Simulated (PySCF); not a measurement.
B (SMILES [B-]), charge -1, triplet (in this run its highest filled SCF level lies above zero, so its values depend strongly on the basis, on diffuse functions most of all). Base run: CAMB3LYP/aug-cc-pVDZ run with PySCF.

Geometry (Å):
```xyz
1

B      0.0000     0.0000     0.0000
```
Charge -1, spin multiplicity 3.
Orbitals are unrestricted.
All else is at PySCF's defaults.

Each row names what was changed in the base input (with any setting that the change needs).

| change | E (Eh) | HOMO (eV) | <S^2> |
|---|---|---|---|
| base | -24.65156 | 0.30 | 2.003 |
| functional = lda,vwn | -24.37649 | 1.83 | 2.003 |
| functional = pbe | -24.62997 | 1.92 | 2.003 |
| functional = pbe; dispersion = d3bjm | -24.62997 | 1.92 | 2.003 |
| functional = hf | -24.51954 | -0.76 | 2.009 |
| functional = b3lyp; dispersion = d3bjm | -24.67816 | 1.41 | 2.004 |
| functional = mn15 | -24.64058 | 0.87 | 2.002 |
| functional = m06 | -24.64935 | 1.42 | 2.002 |
| functional = tpssh | -24.67870 | 1.69 | 2.005 |
| functional = b3lyp5 | -24.65773 | 1.48 | 2.004 |
| functional = b3lyp; dispersion = d3zero | -24.67816 | 1.41 | 2.004 |
| functional = b97-1 | -24.66157 | 1.57 | 2.004 |
| functional = bhandhlyp | -24.65801 | 0.68 | 2.004 |

Totals shift with the method and basis; they matter in differences.

Open shells are given as the SCF converged; they aren't shown to be the lowest states, and a large step between rows can be another state.
